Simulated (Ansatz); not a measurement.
Calculated with Ansatz (gas phase, PBE0-D4/def2-TZVP geometries, no zero-point term in ΔE). CCSD(T)/CBS adds triple-zeta CCSD(T) − MP2 to the extrapolated MP2 energy (def2 sets, frozen cores). This one scheme is used for every species. DFT in def2-TZVPP. For Br outer-core shells are correlated without core-valence functions, which leaves a few kJ/mol of doubt a bond. Scalar relativity is left out up to krypton. One conformer a species, not always the lowest.

Consider the ligand exchange at the Si–N bond: `N[Si]Br` + H₂S → `S[Si]Br` + NH₃.

CCSD(T)/CBS gives +7.2 kJ/mol.

(1) Another level gave +16.0 kJ/mol. Which?
A. PBE/def2-TZVPP
B. RPA@PBE/def2-TZVPP
C. r2SCAN-D4/def2-TZVPP
D. BHLYP/def2-TZVPP

Largest T1 diagnostic among the species: 0.012.

Results:

(1) D. BHLYP 16.0, RPA@PBE/def2-TZVPP 12.0, r2SCAN-D4 4.4, PBE -0.9 kJ/mol.

Leaving LDA and LC-ωPBE aside and taking each functional with its dispersion term where it has one, the values, not all of them listed here, spread over 20.5 kJ/mol, from revPBE-D4 to CAM-B3LYP-D4. LDA lies +7.3 kJ/mol from PBE without D4. In def2-TZVPP, CCSD(T) changes the Hartree–Fock value by −11.1 kJ/mol (the triples alone add −3.5 kJ/mol) and MP2 by −13.8 kJ/mol.
